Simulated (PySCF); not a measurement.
F5Si2, SMILES F[Si](F)[Si](F)(F)F, multiplicity 2.

Coordinates come from a B3LYP-D3(BJ)/def2-SVP optimisation. The isomer is the one that the SMILES or the coordinates give; other isomers of the formula were not compared. The values are those of a single conformer.

Calculation: PBE/def2-TZVP in PySCF.

The molecule is in vacuum.

```
Quantity                                                                                                        Result
---------------------------------------------------------------------------------------------  -----------------------
total energy                                                                                       -1077.97578 hartree
point group                                                                                                         Cs
α spin, highest occupied and lowest empty level                                                     -6.16 and -2.16 eV
β spin, highest occupied and lowest empty level                                                     -9.08 and -4.54 eV
dipole moment                                                                                                   1.21 D
quadrupole, principal values (traceless, Buckingham form, about the centre of nuclear charge)   -2.78, -1.71, 4.49 D·Å
mean static polarisability                                                                        50.6 bohr³ (7.50 Å³)
polarisability, principal values                                                                42.9, 45.9, 62.9 bohr³
⟨S²⟩                                                                                           0.753 (pure state 0.75)
```
